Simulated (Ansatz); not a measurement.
`[CH3][GeH2][S]S` → `[CH2]` (triplet) + `S[S][GeH3]` at 600 K and 1 bar (formal loss of a carbene).

Program: Ansatz. Geometries: PBE0-D4/def2-TZVP. ΔE: electronic, gas phase. CCSD(T)/CBS is the MP2 limit (def2-TZVPP, def2-QZVPP) plus CCSD(T) − MP2 in def2-TZVPP, frozen cores. This one scheme is used for every species. Triplets are unrestricted, without spin–orbit coupling. For Ge outer-core shells are correlated without core-valence functions, which leaves a few kJ/mol of doubt a bond. Scalar relativity is left out up to krypton. One conformer a species, not always the lowest.

| species | CCSD(T)/CBS energy (Eh) | H − E (kJ/mol) | S (J/(mol·K)) |
| --- | --- | --- | --- |
| `[CH3][GeH2][S]S` | -2913.35128 | 231.0 | 460.1 |
| `[CH2]` (triplet) | -39.09499 | 66.5 | 220.8 |
| `S[S][GeH3]` | -2874.07545 | 139.4 | 399.2 |

H − E and S are ideal-gas, rigid-rotor, harmonic terms from PBE0-D4/def2-TZVP, for one conformer and one mirror image of each species, with the whole ground term of open shells counted as degenerate. 1 Eh = 2625.50 kJ/mol, R = 8.31446 J/(mol·K).

Problem. By hand: ΔE, ΔH, ΔS and ΔG.

Solution. ΔE = (-39.09499) + (-2874.07545) − (-2913.35128) = 0.18084 Eh = 474.8 kJ/mol. Δ(H − E) = 66.5 + 139.4 − 231.0 = -25.1, so ΔH = 449.7 kJ/mol. ΔS = 220.8 + 399.2 − 460.1 = 159.9 J/(mol·K). ΔG = 449.7 − 600 × (159.9)/1000 = 353.8 kJ/mol.

Problem. By hand: the equilibrium constant, and the temperature at which ΔG would vanish if ΔH and ΔS stayed fixed.

Solution. log₁₀ K = −ΔG/(RT ln 10) = -30.8. ΔG = 0 at ΔH/ΔS = 2812 K, far beyond where these terms or the molecules hold.

The number of gas molecules changes by +1, which sets the sign of ΔS. A doubt of 5 kJ/mol in ΔE shifts log₁₀ K by 0.4 here. Other conformers and mirror images would add mixing entropy, several J/(mol·K) or more a flexible species. A triplet takes part, so the spin changes. These are equilibria of isolated gas molecules and say nothing of rates. Largest T1 diagnostic: 0.012 (customary marks: 0.02 for closed shells, 0.045 for open ones).
